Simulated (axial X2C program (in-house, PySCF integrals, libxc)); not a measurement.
# AlY: cheaper levels and CCSD(T), 2c

Computed with an in-house relativistic program for diatomic molecules. Two-component (2c) means X2C with spin–orbit coupling and atomic mean-field two-electron Coulomb and Gaunt terms. Basis: Y dyall-cv3z [11s12p9d6f3g], Al dyall-v3z [8s8p2d1f] (cores contracted in-house); Gaussian nuclei, density fitting, unrestricted open shells. Masses: Y 88.906 u, Al 26.982 u.

State: Ω = 1 (⟨Sz⟩ = 1.00, ⟨Lz⟩ = 0.00 at HF); fragments Y + Al.

```tsv
level	Re (Å)	ωe (cm⁻¹)
PBE0	2.804	263.5
HF	2.845	272.2
CCSD	2.823	268.3
r2SCAN	2.806	258.7
```

Correlated methods: 14 electrons correlated (number of frozen shells: Y 3 s, 2 p, 1 d; Al 2 s, 1 p), 282 virtual spin orbitals or spinors in MP2, 90 natural virtuals in coupled cluster.

CCSD(T), same Hamiltonian and basis:

Re = 2.829 Å, ωe = 262.8 cm⁻¹; T1 = 0.049 (Lee–Taylor normalisation).

Problem. Give the differences from CCSD(T) in the columns below.

Solution. 

```
 level  ΔRe (Å)  Δωe (cm⁻¹)
  PBE0   -0.025         0.7
    HF    0.016         9.4
  CCSD   -0.006         5.5
r2SCAN   -0.023        -4.1
```

One determinant describes the state; a PBE0 search over occupations chose it and may have missed a lower one. De is not given where an atomic determinant may have missed its ground term or J level, or where the truncated virtual space spoils (T). Density functionals use the spin component along the axis (collinear). Coupled cluster ran in a truncated set of natural virtual spinors; the MP2 energy of the rest was added. (T) has no such correction and the atoms are truncated less, which lowers De at CCSD(T) by a hundredth of an eV or more. PBE0 can misorder states that lie within some tenths of an eV, so this need not be the ground state of the molecule. The nearest other 2c determinant of the search, Ω = 2, lies 0.31 eV up at the distance of the search. Without a current term, density functionals place determinants with orbital angular momentum somewhat too high. With several unpaired electrons one determinant need not be a pure state. Open-shell Ω = 0 determinants with evenly filled partner blocks cannot be reached by this program, so the Ω shown need not be the lowest component. This is the Ω = 1 component of a π² triplet; the 0⁺ component is not one determinant and can lie lowest. The determinant is spin-polarised beyond a pure state at some levels (its spin-free form has ⟨S²⟩ too high), which makes Re and μ there less reliable. The T1 diagnostic is large, a sign of multireference character.
